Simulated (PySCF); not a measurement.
The scaffold silaethenyl-X carries different groups X. Isolated molecules, 0 K electronic values unless said otherwise. One relaxed conformer stands for each flexible species; it need not be the lowest. Strings in code marks are SMILES.

Computed with PBE0-D3(BJ)/def2-TZVP in PySCF. All candidates: neutral, multiplicity 1. Excitations are Tamm–Dancoff values on a coarser integration grid. The basis has no diffuse functions, so Rydberg states are missing or too high.

```yaml
HOMO: -6.65 eV
T1 excitation (TDA): 2.68 eV
HOMO–LUMO gap: 5.44 eV
```

Question: Which member has these values?
A. `C=[SiH]SC` (C–Si–S–C torsion 0°)
B. `C=[SiH]CF` (C–Si–C–F torsion 128°)
C. `C=[SiH]OC` (C–Si–O–C torsion 0°)
D. `C=[SiH][GeH3]`

Answer: B, `C=[SiH]CF` (C–Si–C–F torsion 128°). The others give `C=[SiH]SC` (C–Si–S–C torsion 0°): -6.12 eV, 2.90 eV, 5.41 eV; `C=[SiH][GeH3]`: -6.60 eV, 2.44 eV, 5.16 eV; `C=[SiH]OC` (C–Si–O–C torsion 0°): -6.14 eV, 3.22 eV, 5.87 eV
